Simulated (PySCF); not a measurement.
Work out the structure from these simulated measurements.

Formula: C4H8FNSi2.

| Item | Value |
| --- | --- |
| UV, strongest line | among the 8 lowest singlet transitions: S4 at 7.70 eV (161 nm, f = 0.171) [TDDFT wB97X-D/def2-SVPD] |
| UV, first state | lowest singlet excitation: 6.88 eV (180 nm, f = 0.089) [TDDFT wB97X-D/def2-SVPD] |
| Polarisability | 102.2 au [wB97X-D/def2-SVPD] |
| Triplet | lowest triplet excitation (Tamm–Dancoff): 6.12 eV [TDA wB97X-D/def2-SVPD] |
| Rotational structure | rotational constants A, B, C: 2.400, 1.133, 0.906 GHz [GFN2-xTB] |
| NMR, other nuclei | isotropic shieldings of nuclei other than C and H, by class: -35 (1 N), 362 (1 F), 409 (1 Si), 419 (1 Si) ppm [GIAO PBE0/pcSseg-1] |
| 13C NMR | chemical shifts (computed TMS as zero) by class: 124.0 (1 C), 98.2 (1 C), 23.3 (1 C), 21.6 (1 C) ppm [GIAO PBE0/pcSseg-1] |

Electronic properties: PySCF, gas phase, density fitting. Levels stand in brackets. One conformer (not necessarily the lowest) at the GFN2-xTB geometry, without solvent, vibrations or thermal averaging. NMR classes are plain means over equivalent atoms (diastereotopic ones count apart unless rotation or inversion swaps them), as if these changed places fast.

**Question.** Give a SMILES that accounts for the data.

**Answer.** Numbering: `[N:1]#[C:2][C@@H:3]1[SiH2:4][SiH2:5][CH2:6][C@@H:7]1[F:8]`. Its formula, C4H8FNSi2, gives 3 degrees of unsaturation: 1 ring and 2 π bonds in the structure found. 4 carbons fall into 4 classes; from least to most shielded: nitrile carbon [C2] (124.0 ppm), sp3 C–F carbon [C7] (98.2 ppm), ring sp3 carbon bound to silicon [C3] (23.3 ppm), ring sp3 carbon bound to silicon [C6] (21.6 ppm). The other shieldings belong to: -35 ppm, nitrile nitrogen [N1]; 362 ppm, alkyl fluorine [F8]; 409 ppm, SiH2 silicon [Si4]; 419 ppm, SiH2 silicon [Si5]. The optimised geometry has point group C1 and is an asymmetric top. Structure: `N#C[C@@H]1[SiH2][SiH2]C[C@@H]1F`. Computed isomers that give other values at the same levels: `N#C/C([SiH3])=C(/[SiH3])CF` (13C chemical shifts (computed TMS as zero) by class: 191.3 (1 C), 121.4 (1 C), 115.9 (1 C), 92.8 (1 C) ppm); `N#C/C([SiH3])=C(\[SiH3])CF` (13C chemical shifts (computed TMS as zero) by class: 177.0 (1 C), 124.9 (1 C), 123.8 (1 C), 92.9 (1 C) ppm); `C#C[Si@@H]1C[C@@H](F)[SiH2]N1` (13C chemical shifts (computed TMS as zero) by class: 102.4 (1 C), 91.2 (1 C), 90.1 (1 C), 22.0 (1 C) ppm). The assignments are read from this structure; whether some other isomer fits the data as well wasn't checked. The mirror image fits equally.
